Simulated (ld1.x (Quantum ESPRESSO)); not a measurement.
**Transferability test, TM potential for Zr**

* Element: zirconium
* Generator: ld1.x (Quantum ESPRESSO) 7.5
* Type: norm-conserving Troullier–Martins (Kleinman–Bylander form)
* Functional: PW91
* Relativity: fully relativistic
* Frozen core: [Ar] 3d10
* Valence charge: 12
* Reference configuration: 4s2 4p6 4d2 5s1.5 5p0 (charge +0.5)
* Partial waves: 4p (bound): rc 2.00 bohr; 4d (bound): rc 2.70 bohr; 4s (bound): rc 1.90 bohr
* Local potential: the s channel
* Core correction: none

Open shells are filled in proportion to 2j + 1 (rel_dist='average').

Occupied shells without a wave of their own: 5s. They enter only through the test configuration that unscreens the potential.

Energies are relative to the spin-unpolarised reference configuration 4s2 4p6 4d2 5s1.5 5p0; without spin polarisation the order of configurations can differ from experiment.

**Question.** Give the all-electron excitation energy and the error of the potential for: 4s2 4p6 4d2 5s2 5p0; 4s2 4p6 4d2 5s1 5p0; 4s2 4p6 4d2 5s0 5p0; 4s2 4p6 4d2 5s0 5p1; 4s1 4p6 4d2 5s2 5p0; 4s2 4p6 4d2 5s0 5p2; 4s2 4p5 4d2 5s2 5p0.

**Answer.**

```
valence configuration  charge  ΔE all-electron (eV)  error AE − PS (meV)
  4s2 4p6 4d2 5s2 5p0       0                -2.905                 +410
  4s2 4p6 4d2 5s1 5p0      +1                 4.285                 -532
  4s2 4p6 4d2 5s0 5p0      +2                17.263                -2059
  4s2 4p6 4d2 5s0 5p1      +1                 8.018                -1354
  4s1 4p6 4d2 5s2 5p0      +1                57.671                 +903
  4s2 4p6 4d2 5s0 5p2       0                 3.348                 -972
  4s2 4p5 4d2 5s2 5p0      +1                35.167                 +864
```

ld1.x printed “convergence not achieved” for 7 of the counted tests; their residual had stalled under 1e-8, short of the target of 1e-14. The 5s level has no wave, so the channel is fitted at the deeper level alone: the likely source of the large errors.

The potential misses its own reference levels by up to 0.9 eV.
